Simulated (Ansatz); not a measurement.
Stepwise reaction of `[Cl][Ti]([Cl])([I])[I]` with hydrogen chloride, as a gas-phase model of exchange steps in deposition or etching. ΔE in kJ/mol; ΔG adds harmonic PBE0-D4 terms to CCSD(T)/CBS, at 1 bar.

Calculated with Ansatz (gas phase, PBE0-D4/def2-TZVP geometries, no zero-point term in ΔE). CCSD(T)/CBS is the MP2 limit (def2-TZVPP, def2-QZVPP) plus CCSD(T) − MP2 in def2-TZVPP, frozen cores. This one scheme is used for every species. Functionals use def2-TZVPP. B3LYP here is the variant with VWN-RPA as its local correlation; programs differ in this. Elements past krypton have def2 core potentials. For I, Ti outer-core shells are correlated without core-valence functions, which leaves a few kJ/mol of doubt a bond. Scalar relativity is left out up to krypton.

```csv
step,reaction,PBE-D4,B3LYP-D4,ωB97M-V,CCSD(T)/CBS,ΔG(500 K)
1,`[Cl][Ti]([Cl])([I])[I]` + HCl → `[Cl][Ti]([Cl])([Cl])[I]` + HI,-3.9,-7.4,-12.1,1.4,0.1
2,`[Cl][Ti]([Cl])([Cl])[I]` + HCl → `[Cl][Ti]([Cl])([Cl])[Cl]` + HI,-4.3,-7.7,-12.4,0.5,3.3
```

**Question.** By hand: ΔE of the 2 steps together at CCSD(T)/CBS.

**Answer.** (1.4) + (0.5) = 1.9 kJ/mol, or 0.9 kJ/mol a step.

In ΔE the steps differ by no more than 0.9 kJ/mol. ΔG lies between 0.1 and 3.3 kJ/mol a step. PBE-D4 differs from CCSD(T)/CBS by -5.3 to -4.8 kJ/mol a step. Only this route is followed, and other bonds may react first. Isolated molecules leave out the surface, adducts and barriers. Largest T1 diagnostic: 0.025.
